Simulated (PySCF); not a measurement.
Input for PySCF: R-M06-2X/def2-TZVPP on HCl (SMILES Cl).

```python
from pyscf import gto, dft

mol = gto.M(
    atom='''
    Cl   -0.00000000   -0.00000000    0.64100645
    H     0.00000000    0.00000000   -0.64100645
    ''',
    basis='def2-tzvpp',
    charge=0, spin=0, verbose=4, max_memory=1800)
mf = dft.RKS(mol, xc='m062x').density_fit(auxbasis='def2-universal-jkfit')
mf.grids.level = 4
mf.conv_tol = 1e-9
mf.max_cycle = 150
mf.kernel()
mf.dip_moment()
```

Q: What total energy does the run end on?

A: -460.7992 hartree.
